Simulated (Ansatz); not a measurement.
```yaml
atoms:
  - { symbol: Li, position_ang: [0.0000, 0.0000, -1.5050] }
  - { symbol: Li, position_ang: [0.0000, 0.0000, 1.5050] }
```

Basis set: cc-pVDZ (spherical functions). All electrons are correlated. Charge 0, multiplicity 1.

Computed with Ansatz (development build ahead of 0.2.0); each method stands on the lowest determinant of its kind that the runs found. Restricted open shells among the atoms or ions are ROHF, correlated in semicanonical orbitals with singles.

The atomization energy at this shape (free ground-state atoms in the same class of orbitals less the molecule, no zero-point energy) of singlet Li2:

```
 method  atomization energy
RHF-MP2      14.64 kcal/mol
```

Problem. What does RHF give?

Solution. 2.65 kcal/mol.
